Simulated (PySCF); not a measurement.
# Electron correlation in Gd (gadolinium, neutral)

[Xe] 4f7 5d2 6s1, high-spin 11F determinant (an excited configuration). Calculation: PySCF 2.14, in x2c-TZVPPall; scalar relativity by spin-free X2C-1e. Frozen: [Ar] 3d10; 36 electrons correlated.

MP2 pair energies summed by pair of shells (mhartree):

```csv
pair,energy,share (%)
4d-4f,-249.65,21.2
4d-4d,-159.25,13.5
4f-5p,-123.41,10.5
4f-4f,-121.30,10.3
5p-5p,-101.15,8.6
4d-5p,-82.04,7.0
4p-4d,-47.65,4.0
5p-5d,-46.65,4.0
5s-5p,-31.63,2.7
4f-5s,-28.80,2.4
4d-5s,-27.20,2.3
4p-4f,-26.06,2.2
4f-5d,-19.03,1.6
4s-4d,-16.93,1.4
5p-6s,-14.75,1.3
4p-4p,-12.39,1.1
4s-4f,-10.66,0.9
4p-5p,-9.63,0.8
4d-5d,-8.66,0.7
5d-6s,-5.82,0.5
5s-5d,-5.78,0.5
5s-5s,-5.60,0.5
4p-5s,-5.34,0.5
4s-4p,-5.00,0.4
4f-6s,-4.23,0.4
5d-5d,-3.13,0.3
4d-6s,-1.99,0.2
4s-4s,-1.49,0.1
4s-5p,-1.03,0.1
4s-5s,-0.88,0.1
```

Total MP2 correlation energy: -1179.0 mhartree.

Same-spin part -502.02 and opposite-spin part -676.96 mhartree; SCS-MP2 scales them by 1/3 and 6/5 to -979.69 mhartree.

This basis was not built for core-valence correlation, so the inner-shell part is incomplete.
